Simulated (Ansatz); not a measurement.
`O[SiH2]O[SiH2][SiH3]` + NH₃ → `N[SiH2]O[SiH2][SiH3]` + H₂O  (ligand exchange at the Si–O bond)

Computed with Ansatz on PBE0-D4/def2-TZVP structures; ΔE is electronic, products minus reactants. CCSD(T)/CBS is the MP2 limit (def2-TZVPP, def2-QZVPP) plus CCSD(T) − MP2 in def2-TZVPP, frozen cores. This one scheme is used for every species. Each species was taken in one conformer, which may not be the lowest.

```json
{"species": "`O[SiH2]O[SiH2][SiH3]`", "CCSD(T)/CBS(def2) energy (Eh)": "-1022.52676"}
{"species": "NH₃", "CCSD(T)/CBS(def2) energy (Eh)": "-56.50880"}
{"species": "`N[SiH2]O[SiH2][SiH3]`", "CCSD(T)/CBS(def2) energy (Eh)": "-1002.64080"}
{"species": "H₂O", "CCSD(T)/CBS(def2) energy (Eh)": "-76.37941"}
```

(1) Work out ΔE.

Largest T1 diagnostic among the species: 0.012.

Results:

(1) ΔE = (-1002.64080) + (-76.37941) − (-1022.52676) − (-56.50880) = 0.01535 Eh = +9.6 kcal/mol.

The D4 term adds −1.5 kcal/mol with B3LYP and −0.8 kcal/mol with PBE0; it sums over pairs of atoms, weighted by their polarisabilities, and B3LYP, whose exchange is more repulsive, gets the larger term. In def2-TZVPP, CCSD(T) changes the Hartree–Fock value by −2.2 kcal/mol (the triples alone add −0.3 kcal/mol) and MP2 by −2.4 kcal/mol.

B3LYP here is the variant with VWN-RPA as its local correlation; programs differ in this.
